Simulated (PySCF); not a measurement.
Basis-set dependence of population analyses: `F[SiH2][SiH2][SiH3]`

Compound: FH₇Si₃.
Numbering: `[F:1][SiH2:2][SiH2:3][SiH3:4]` (hydrogens: H5, H6 on Si2; H7, H8 on Si3; H9, H10, H11 on Si4)

PBE0 throughout (PySCF), one geometry, spherical d and f functions. Isolated species at its PBE0-D3(BJ)/def2-SVP geometry (one conformer only). Atoms taken as equivalent share a column and are averaged.

Mulliken charges (e):

```csv
basis,functions,F1,Si2,Si3,Si4,H5/H6,H7/H8,H9/H10/H11
pcSseg-0,62,-0.501,+0.737,-0.263,+0.113,-0.065,+0.033,-0.007
6-31G*,82,-0.412,+0.660,-0.073,+0.166,-0.081,-0.029,-0.040
cc-pVDZ,103,-0.333,+0.501,-0.062,+0.097,-0.059,-0.011,-0.021
def2-SVP,103,-0.359,+0.570,-0.065,+0.173,-0.075,-0.023,-0.041
aug-cc-pVDZ,167,-0.611,+0.185,-0.751,-0.861,+0.271,+0.311,+0.292
"6-311+G(2d,p)",174,-0.447,+0.520,+0.099,+0.106,-0.051,-0.032,-0.037
def2-TZVP,184,-0.332,+0.392,-0.031,+0.026,-0.024,+0.001,-0.003
cc-pVTZ,230,-0.304,+0.420,-0.028,+0.057,-0.042,-0.015,-0.011
IGLO-III,237,-0.492,+0.838,+0.221,+0.501,-0.171,-0.148,-0.143
```

IAO charges (e):

```json
{"basis": "pcSseg-0", "functions": "62", "F1": "-0.485", "Si2": "+0.674", "Si3": "-0.033", "Si4": "+0.148", "H5/H6": "-0.079", "H7/H8": "-0.019", "H9/H10/H11": "-0.037"}
{"basis": "6-31G*", "functions": "82", "F1": "-0.529", "Si2": "+0.802", "Si3": "+0.092", "Si4": "+0.286", "H5/H6": "-0.122", "H7/H8": "-0.074", "H9/H10/H11": "-0.086"}
{"basis": "cc-pVDZ", "functions": "103", "F1": "-0.527", "Si2": "+0.789", "Si3": "+0.094", "Si4": "+0.281", "H5/H6": "-0.119", "H7/H8": "-0.073", "H9/H10/H11": "-0.085"}
{"basis": "def2-SVP", "functions": "103", "F1": "-0.526", "Si2": "+0.800", "Si3": "+0.093", "Si4": "+0.293", "H5/H6": "-0.124", "H7/H8": "-0.074", "H9/H10/H11": "-0.088"}
{"basis": "aug-cc-pVDZ", "functions": "167", "F1": "-0.542", "Si2": "+0.793", "Si3": "+0.099", "Si4": "+0.282", "H5/H6": "-0.116", "H7/H8": "-0.073", "H9/H10/H11": "-0.085"}
{"basis": "6-311+G(2d,p)", "functions": "174", "F1": "-0.546", "Si2": "+0.816", "Si3": "+0.109", "Si4": "+0.305", "H5/H6": "-0.124", "H7/H8": "-0.080", "H9/H10/H11": "-0.092"}
{"basis": "def2-TZVP", "functions": "184", "F1": "-0.547", "Si2": "+0.828", "Si3": "+0.110", "Si4": "+0.310", "H5/H6": "-0.128", "H7/H8": "-0.081", "H9/H10/H11": "-0.094"}
{"basis": "cc-pVTZ", "functions": "230", "F1": "-0.543", "Si2": "+0.817", "Si3": "+0.103", "Si4": "+0.298", "H5/H6": "-0.124", "H7/H8": "-0.078", "H9/H10/H11": "-0.090"}
{"basis": "IGLO-III", "functions": "237", "F1": "-0.547", "Si2": "+0.822", "Si3": "+0.110", "Si4": "+0.308", "H5/H6": "-0.126", "H7/H8": "-0.080", "H9/H10/H11": "-0.093"}
```

Hirshfeld charges (e):

```json
{"basis": "pcSseg-0", "functions": "62", "F1": "-0.236", "Si2": "+0.364", "Si3": "+0.129", "Si4": "+0.209", "H5/H6": "-0.073", "H7/H8": "-0.065", "H9/H10/H11": "-0.063"}
{"basis": "6-31G*", "functions": "82", "F1": "-0.202", "Si2": "+0.322", "Si3": "+0.124", "Si4": "+0.201", "H5/H6": "-0.067", "H7/H8": "-0.061", "H9/H10/H11": "-0.063"}
{"basis": "cc-pVDZ", "functions": "103", "F1": "-0.197", "Si2": "+0.325", "Si3": "+0.140", "Si4": "+0.214", "H5/H6": "-0.073", "H7/H8": "-0.068", "H9/H10/H11": "-0.067"}
{"basis": "def2-SVP", "functions": "103", "F1": "-0.202", "Si2": "+0.335", "Si3": "+0.147", "Si4": "+0.220", "H5/H6": "-0.075", "H7/H8": "-0.070", "H9/H10/H11": "-0.070"}
{"basis": "aug-cc-pVDZ", "functions": "167", "F1": "-0.215", "Si2": "+0.336", "Si3": "+0.139", "Si4": "+0.213", "H5/H6": "-0.070", "H7/H8": "-0.066", "H9/H10/H11": "-0.067"}
{"basis": "6-311+G(2d,p)", "functions": "174", "F1": "-0.217", "Si2": "+0.339", "Si3": "+0.139", "Si4": "+0.216", "H5/H6": "-0.071", "H7/H8": "-0.066", "H9/H10/H11": "-0.068"}
{"basis": "def2-TZVP", "functions": "184", "F1": "-0.206", "Si2": "+0.331", "Si3": "+0.138", "Si4": "+0.212", "H5/H6": "-0.071", "H7/H8": "-0.066", "H9/H10/H11": "-0.067"}
{"basis": "cc-pVTZ", "functions": "230", "F1": "-0.202", "Si2": "+0.329", "Si3": "+0.138", "Si4": "+0.211", "H5/H6": "-0.071", "H7/H8": "-0.066", "H9/H10/H11": "-0.067"}
{"basis": "IGLO-III", "functions": "237", "F1": "-0.209", "Si2": "+0.330", "Si3": "+0.145", "Si4": "+0.211", "H5/H6": "-0.070", "H7/H8": "-0.067", "H9/H10/H11": "-0.067"}
```

ESP-fitted charges (e):

| basis | functions | F1 | Si2 | Si3 | Si4 | H5/H6 | H7/H8 | H9/H10/H11 |
| --- | --- | --- | --- | --- | --- | --- | --- | --- |
| pcSseg-0 | 62 | -0.356 | +0.691 | -0.106 | +0.224 | -0.131 | -0.012 | -0.055 |
| 6-31G* | 82 | -0.253 | +0.431 | +0.048 | +0.172 | -0.081 | -0.043 | -0.050 |
| cc-pVDZ | 103 | -0.256 | +0.429 | +0.035 | +0.152 | -0.079 | -0.037 | -0.043 |
| def2-SVP | 103 | -0.264 | +0.470 | +0.018 | +0.178 | -0.090 | -0.036 | -0.050 |
| aug-cc-pVDZ | 167 | -0.257 | +0.416 | +0.018 | +0.179 | -0.074 | -0.031 | -0.049 |
| 6-311+G(2d,p) | 174 | -0.268 | +0.434 | +0.021 | +0.186 | -0.077 | -0.033 | -0.051 |
| def2-TZVP | 184 | -0.254 | +0.427 | +0.031 | +0.184 | -0.080 | -0.036 | -0.051 |
| cc-pVTZ | 230 | -0.249 | +0.426 | +0.029 | +0.185 | -0.081 | -0.036 | -0.052 |
| IGLO-III | 237 | -0.249 | +0.408 | +0.008 | +0.177 | -0.073 | -0.028 | -0.047 |

Some averages cover members that differ in this geometry, most widely: H9/H10/H11, Mulliken in aug-cc-pVDZ +0.263 to +0.312 e.

Question: Which scheme is steadiest as the basis changes?

Answer: Largest range over the bases for any column: Hirshfeld 0.04 e, IAO 0.16 e, ESP-fitted 0.28 e, Mulliken 1.36 e. Hirshfeld charges move least and Mulliken charges most, counted in e.

Question: How much do the charges still move between the two largest bases, cc-pVTZ and IGLO-III?

Answer: At most, over all atoms: Mulliken 0.444 e, IAO 0.010 e, Hirshfeld 0.007 e, ESP-fitted 0.021 e.

Question: What do the same runs give for the total energy, the frontier levels and the dipole moment?

Answer: 
```
        basis  energy (Eh)  HOMO (eV)  LUMO (eV)  μ (D)
     pcSseg-0    -970.8084      -8.56      -0.65   1.69
       6-31G*    -972.0427      -7.98      -0.53   1.33
      cc-pVDZ    -972.0950      -8.01      -0.60   1.36
     def2-SVP    -971.7455      -8.10      -0.61   1.35
  aug-cc-pVDZ    -972.1115      -8.05      -0.92   1.41
6-311+G(2d,p)    -972.1671      -8.08      -0.97   1.46
    def2-TZVP    -972.1808      -8.05      -0.88   1.34
      cc-pVTZ    -972.1802      -8.04      -0.80   1.29
     IGLO-III    -972.1819      -8.08      -0.82   1.34
```

The dipole is fixed by the density alone, so its range of 0.40 D shows that the density itself changes with the basis, not only its division among atoms.
